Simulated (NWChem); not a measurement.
Species: SiHSeClF$_{2}$; SMILES [SeH][Si](F)(F)Cl

```xyz
6

F     -1.3088     0.9203    -1.2737
Si    -0.3945     0.5734     0.0000
F     -1.3088     0.9203     1.2737
Cl     1.2375     1.7815     0.0000
Se     0.2912    -1.5556     0.0000
H     -1.0988    -2.0450     0.0000
```
Atoms are numbered in this order, from 1.

Results from NWChem. Structure relaxed at the PBE0/def2-SVP level. B3LYP is NWChem's, with the RPA form of VWN correlation. Static field.

Problem. Order these by “isotropic polarisability (bohr³)”, lowest first: PBE/def2-SVPD; B3LYP/def2-SVPD; Hartree-Fock/def2-SVPD.

Solution. Hartree-Fock/def2-SVPD (58.9), B3LYP/def2-SVPD (64.8), PBE/def2-SVPD (67.2)
